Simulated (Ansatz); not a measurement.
## Ansatz (development build ahead of 0.2.0) run

```yaml
crystal:
  periodic: [false, false, false]
  atoms:
    - { symbol: C, position_ang: [0.0, 1.4, 0.0] }
    - { symbol: C, position_ang: [1.21244, 0.7, 0.0] }
    - { symbol: C, position_ang: [1.21244, -0.7, 0.0] }
    - { symbol: C, position_ang: [0.0, -1.4, 0.0] }
    - { symbol: C, position_ang: [-1.21244, -0.7, 0.0] }
    - { symbol: C, position_ang: [-1.21244, 0.7, 0.0] }
    - { symbol: C, position_ang: [2.42487, 1.4, 0.0] }
    - { symbol: C, position_ang: [3.63731, 0.7, 0.0] }
    - { symbol: C, position_ang: [3.63731, -0.7, 0.0] }
    - { symbol: C, position_ang: [2.42487, -1.4, 0.0] }
    - { symbol: H, position_ang: [0.0, 2.485, 0.0] }
    - { symbol: H, position_ang: [0.0, -2.485, 0.0] }
    - { symbol: H, position_ang: [-2.15207, -1.2425, 0.0] }
    - { symbol: H, position_ang: [-2.15207, 1.2425, 0.0] }
    - { symbol: H, position_ang: [2.42487, 2.485, 0.0] }
    - { symbol: H, position_ang: [4.57694, 1.2425, 0.0] }
    - { symbol: H, position_ang: [4.57694, -1.2425, 0.0] }
    - { symbol: H, position_ang: [2.42487, -2.485, 0.0] }
basis:
  gaussian: { orbitals: def2-SVP }
magnetization:
  spin_polarized: true
hamiltonian:
  xc: pbe0
```

The input is written out in the form of the current development build from the run's settings.

The run gave:

* Converged: yes
* Total energy: -385.15479 hartree
* Spin squared of the determinant: 0.000
* Stability test: minimum
